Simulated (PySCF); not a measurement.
In(Me)2(OH)(HOMe), C3H11InO2, singlet, GFN2-xTB optimised geometry.

```
17

In    -1.26    -1.56     0.00
C     -2.04    -1.61    -2.08
H     -2.92    -0.97    -2.15
H     -2.31    -2.62    -2.37
H     -1.26    -1.23    -2.73
C     -2.04    -1.78     2.08
H     -2.54    -2.74     2.20
H     -2.75    -0.99     2.28
H     -1.21    -1.72     2.77
O      0.77    -1.56     0.00
H      1.26    -2.38    -0.02
C     -0.52     1.56     1.19
O     -0.64     0.81     0.00
H     -0.20     0.94     2.03
H     -1.50     1.99     1.41
H      0.20     2.38     1.05
H      0.21     0.37    -0.16
```

Density from CAM-B3LYP/def2-SVP, def2 effective core potentials past Kr (PySCF) at that geometry. The core electrons that the potentials of In replace are not part of the density.

Minimum of the electron density along straight lines between bonded atoms, close to the bond critical point (lines longer than 1.1 times the sum of covalent radii, or with two minima, are not listed):

```json
[
 {"bond": "In1–C2", "length / Å": "2.226", "ρ at the minimum / e bohr⁻³": "0.086", "∇²ρ there / e bohr⁻⁵": "0.15", "position (fraction from the first atom)": "0.51"},
 {"bond": "C2–H3", "length / Å": "1.085", "ρ at the minimum / e bohr⁻³": "0.273", "∇²ρ there / e bohr⁻⁵": "-1.00", "position (fraction from the first atom)": "0.63"},
 {"bond": "C2–H4", "length / Å": "1.087", "ρ at the minimum / e bohr⁻³": "0.272", "∇²ρ there / e bohr⁻⁵": "-0.98", "position (fraction from the first atom)": "0.63"},
 {"bond": "C2–H5", "length / Å": "1.087", "ρ at the minimum / e bohr⁻³": "0.273", "∇²ρ there / e bohr⁻⁵": "-0.99", "position (fraction from the first atom)": "0.63"},
 {"bond": "In1–C6", "length / Å": "2.234", "ρ at the minimum / e bohr⁻³": "0.085", "∇²ρ there / e bohr⁻⁵": "0.15", "position (fraction from the first atom)": "0.50"},
 {"bond": "C6–H7", "length / Å": "1.086", "ρ at the minimum / e bohr⁻³": "0.272", "∇²ρ there / e bohr⁻⁵": "-0.99", "position (fraction from the first atom)": "0.63"},
 {"bond": "C6–H8", "length / Å": "1.086", "ρ at the minimum / e bohr⁻³": "0.272", "∇²ρ there / e bohr⁻⁵": "-0.98", "position (fraction from the first atom)": "0.63"},
 {"bond": "C6–H9", "length / Å": "1.087", "ρ at the minimum / e bohr⁻³": "0.272", "∇²ρ there / e bohr⁻⁵": "-0.99", "position (fraction from the first atom)": "0.63"},
 {"bond": "In1–O10", "length / Å": "2.026", "ρ at the minimum / e bohr⁻³": "0.094", "∇²ρ there / e bohr⁻⁵": "0.56", "position (fraction from the first atom)": "0.52"},
 {"bond": "O10–H11", "length / Å": "0.953", "ρ at the minimum / e bohr⁻³": "0.355", "∇²ρ there / e bohr⁻⁵": "-2.30", "position (fraction from the first atom)": "0.81"},
 {"bond": "C12–O13", "length / Å": "1.415", "ρ at the minimum / e bohr⁻³": "0.252", "∇²ρ there / e bohr⁻⁵": "-0.38", "position (fraction from the first atom)": "0.34"},
 {"bond": "C12–H14", "length / Å": "1.093", "ρ at the minimum / e bohr⁻³": "0.282", "∇²ρ there / e bohr⁻⁵": "-1.09", "position (fraction from the first atom)": "0.64"},
 {"bond": "C12–H15", "length / Å": "1.090", "ρ at the minimum / e bohr⁻³": "0.284", "∇²ρ there / e bohr⁻⁵": "-1.11", "position (fraction from the first atom)": "0.64"},
 {"bond": "C12–H16", "length / Å": "1.094", "ρ at the minimum / e bohr⁻³": "0.281", "∇²ρ there / e bohr⁻⁵": "-1.08", "position (fraction from the first atom)": "0.64"},
 {"bond": "O13–H17", "length / Å": "0.970", "ρ at the minimum / e bohr⁻³": "0.344", "∇²ρ there / e bohr⁻⁵": "-2.50", "position (fraction from the first atom)": "0.83"}
]
```
